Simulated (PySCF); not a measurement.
# Electron correlation in Co⁺ (cobalt, charge +1)

[Ar] 3d7 4s1, high-spin 5F determinant (an excited configuration). Computed with PySCF 2.14 in aug-cc-pVTZ-DK, with scalar relativity by spin-free X2C-1e. Frozen: [Ar]; 8 electrons correlated.

| level | correlation energy (mhartree) |
| --- | --- |
| CCSD | -211.56 |
| (T) | -5.80 |
| CCSD(T) | -217.36 |

Diagnostics: T1 = 0.012, D1 = 0.0302, largest double amplitude 0.023.

Cost of the coupled-cluster step: roughly 50 core-seconds, for 8 correlated electrons.

Iterations:

```
CC2 = 0
CCSD nocc = (np.int64(6), np.int64(2)), nmo = (84, 84)
frozen orbitals [[0, 1, 2, 3, 4, 5, 6, 7, 8], [0, 1, 2, 3, 4, 5, 6, 7, 8]]
max_cycle = 100
direct = 0
conv_tol = 1e-08
conv_tol_normt = 1e-06
diis_space = 8
diis_start_cycle = 0
Init t2, MP2 energy = -0.214184648117422
Init E_corr(UCCSD) = -0.214184648119376
cycle = 1  E_corr(UCCSD) = -0.207823084471101  dE = 0.00636156365  norm(t1,t2) = 0.0438927
cycle = 2  E_corr(UCCSD) = -0.211074062023371  dE = -0.00325097755  norm(t1,t2) = 0.0134872
cycle = 3  E_corr(UCCSD) = -0.21106229988008  dE = 1.17621433e-05  norm(t1,t2) = 0.0066299
cycle = 4  E_corr(UCCSD) = -0.211528149670212  dE = -0.00046584979  norm(t1,t2) = 0.00289738
cycle = 5  E_corr(UCCSD) = -0.211561444488422  dE = -3.32948182e-05  norm(t1,t2) = 0.000739967
cycle = 6  E_corr(UCCSD) = -0.211554084456323  dE = 7.3600321e-06  norm(t1,t2) = 0.000262897
cycle = 7  E_corr(UCCSD) = -0.211557411713469  dE = -3.32725715e-06  norm(t1,t2) = 8.44925e-05
cycle = 8  E_corr(UCCSD) = -0.211559168656865  dE = -1.7569434e-06  norm(t1,t2) = 2.62715e-05
cycle = 9  E_corr(UCCSD) = -0.211558660349938  dE = 5.08306927e-07  norm(t1,t2) = 8.64311e-06
cycle = 10  E_corr(UCCSD) = -0.211558519842181  dE = 1.40507757e-07  norm(t1,t2) = 2.03058e-06
cycle = 11  E_corr(UCCSD) = -0.211558554600744  dE = -3.47585625e-08  norm(t1,t2) = 8.59493e-07
cycle = 12  E_corr(UCCSD) = -0.211558556049876  dE = -1.44913259e-09  norm(t1,t2) = 3.81577e-07
UCCSD converged
E(UCCSD) = -1391.843984286975  E_corr = -0.2115585560498763
UCCSD(T) correction = -0.00580147192746998
```
